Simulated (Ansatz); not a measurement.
Ansatz (a quantum-chemistry and plane-wave program) input:

Ansatz 0.2 input:
```yaml
crystal:
  periodic: [false, false, false]
  atoms:
    - {symbol: C, position_ang: [2.49895923, -0.48462890, 0.23797788]}
    - {symbol: C, position_ang: [1.21162017, -0.06056542, -0.01791662]}
    - {symbol: C, position_ang: [0.73051464, 1.01076584, -0.81124619]}
    - {symbol: C, position_ang: [-0.66882476, 1.01475889, -0.74014322]}
    - {symbol: C, position_ang: [-1.06650080, -0.03104651, 0.08024587]}
    - {symbol: N, position_ang: [0.07115752, -0.66682475, 0.50588719]}
    - {symbol: C, position_ang: [-2.42126403, -0.47841628, 0.49396585]}
    - {symbol: H, position_ang: [2.70168878, -1.33313259, 0.87575097]}
    - {symbol: H, position_ang: [3.33636485, 0.03338665, -0.20232086]}
    - {symbol: H, position_ang: [1.35829715, 1.68983477, -1.36353046]}
    - {symbol: H, position_ang: [-1.34068721, 1.70123152, -1.22921437]}
    - {symbol: H, position_ang: [0.08904967, -1.46513793, 1.11509443]}
    - {symbol: H, position_ang: [-2.62241826, -1.50770960, 0.18015537]}
    - {symbol: H, position_ang: [-3.17921488, 0.16150167, 0.04503878]}
    - {symbol: H, position_ang: [-2.54820934, -0.43740702, 1.58051447]}
basis:
  gaussian:
    orbitals: 6-31G
magnetization: {spin_polarized: true, initial_magnetization: 1}
correlation: {method: ccsd_t, electrons: outside_noble_gas}
```

### Question
Predict the final energy.

### Answer
-286.86037 Eh (CCSD(T)/6-31G). The basis has 79 functions.

It need not be the lowest isomer of its formula.

The determinant is spin-contaminated: <S^2> is 1.05 against 0.75 for a pure state.
